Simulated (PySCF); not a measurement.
## Correlation energy of B+ (boron, charge +1)

[He] 2s1 2p1, high-spin 3P determinant (an excited configuration). Calculation: PySCF 2.14, in aug-cc-pwCVTZ (7s6p4d2f, 59 functions); the non-relativistic Hamiltonian (point nucleus). Frozen: 1s2; 2 electrons correlated.

With two correlated electrons CCSD is exact within the correlated space (frozen core and kept virtual orbitals).

```json
{"level": "CCSD", "correlation energy (mhartree)": "-5.12"}
```

Diagnostics: T1 = 0.0020, D1 = 0.0035, largest double amplitude 0.028.

Problem. Is a single reference adequate?

Solution. Yes: T1 lies below 0.03 and no double amplitude reaches 0.07.
